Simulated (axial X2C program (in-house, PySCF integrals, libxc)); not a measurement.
Density and ELF of MgI⁺

Computed with an axial X2C code built on PySCF integrals. Two-component (2c) means X2C with spin–orbit coupling and atomic mean-field two-electron Coulomb and Gaunt terms. Basis: I dyall-cv3z [11s12p8d4f1g], Mg dyall-cv3z [9s8p6d3f] (cores contracted in-house); Gaussian nuclei, density fitting, unrestricted open shells. Masses: I 126.904 u, Mg 23.985 u.

PBE0, two-component, state Ω = 0 (closed shell); I at z = 0, Mg at z = 2.471 Å.

The maps cover the half plane through the axis: z from -2.4 to 4.8 Å along the bond, ρ from 0.15 to 2.25 Å away from it.

log10 of the density in e/bohr³:

```
 ρ\z  -2.4  -1.8  -1.2  -0.6   0.0   0.6   1.2   1.8   2.4   3.0   3.6   4.2   4.8
0.15  -3.3  -2.3  -1.3  -0.2   1.8  -0.2  -1.1  -1.0   0.8  -0.5  -2.4  -3.3  -4.1
0.45  -3.4  -2.4  -1.4  -0.6   0.4  -0.6  -1.2  -1.3  -0.2  -1.1  -2.6  -3.4  -4.2
0.75  -3.5  -2.5  -1.6  -0.9  -0.6  -0.9  -1.4  -1.7  -1.3  -1.9  -2.8  -3.5  -4.3
1.05  -3.7  -2.7  -1.9  -1.3  -1.0  -1.2  -1.6  -1.9  -2.1  -2.5  -3.0  -3.7  -4.4
1.35  -3.9  -3.0  -2.2  -1.7  -1.4  -1.6  -1.9  -2.2  -2.4  -2.8  -3.3  -3.9  -4.6
1.65  -4.1  -3.3  -2.6  -2.1  -1.9  -2.0  -2.2  -2.5  -2.7  -3.1  -3.5  -4.1  -4.8
1.95  -4.3  -3.6  -3.0  -2.5  -2.3  -2.4  -2.6  -2.8  -3.1  -3.4  -3.8  -4.4  -5.1
2.25  -4.6  -3.9  -3.4  -3.0  -2.8  -2.8  -3.0  -3.2  -3.4  -3.7  -4.2  -4.7  -5.4
```

Electron localisation function (collinear form, no current term, damped to 0 at low density):

```
 ρ\z  -2.4  -1.8  -1.2  -0.6   0.0   0.6   1.2   1.8   2.4   3.0   3.6   4.2   4.8
0.15  0.03  0.37  0.68  0.42  0.77  0.41  0.71  0.12  0.37  0.74  0.02  0.09  0.00
0.45  0.02  0.35  0.71  0.27  0.75  0.23  0.75  0.06  0.82  0.43  0.02  0.09  0.00
0.75  0.02  0.31  0.73  0.52  0.26  0.45  0.77  0.12  0.17  0.05  0.03  0.07  0.00
1.05  0.01  0.23  0.69  0.80  0.67  0.74  0.75  0.47  0.03  0.02  0.10  0.03  0.00
1.35  0.00  0.15  0.59  0.81  0.82  0.77  0.68  0.64  0.18  0.10  0.16  0.01  0.00
1.65  0.00  0.07  0.42  0.70  0.76  0.67  0.55  0.56  0.40  0.23  0.06  0.00  0.00
1.95  0.00  0.02  0.22  0.51  0.59  0.49  0.36  0.34  0.25  0.09  0.01  0.00  0.00
2.25  0.00  0.00  0.07  0.26  0.34  0.27  0.17  0.13  0.07  0.01  0.00  0.00  0.00
```

Occupations by symmetry block were frozen at the best pattern of an incomplete PBE0 search.
